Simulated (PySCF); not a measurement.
**Ionisation energy of Sc⁺ by level of theory**

Sc⁺ [Ar] 3d1 4s1 (3D) → Sc²⁺ [Ar] 3d1 (2D), as a difference of total energies. Calculation: PySCF 2.14, in def2-TZVPPD (6s6p4d2f1g, 67 functions); no relativity, point nucleus. Correlated levels: valence: [Ar] frozen. The calculations carry no spin-orbit coupling.

```tsv
method	ionisation energy (eV)
UHF	12.160
MP2 (valence)	12.241
SCS-MP2 (valence)	12.187
CCSD (valence)	12.275
```

How much does correlation contribute at MP2 (valence)?

12.241 − (12.160) = 0.081 eV, measured against UHF.

These non-relativistic numbers lack the scalar-relativistic shift.

Errors of the correlated levels include the incompleteness of this basis and the frozen core.

With two correlated electrons CCSD is exact in that space.

For comparison: 12.800 eV (measured; NIST Atomic Spectra Database, ionization energies).
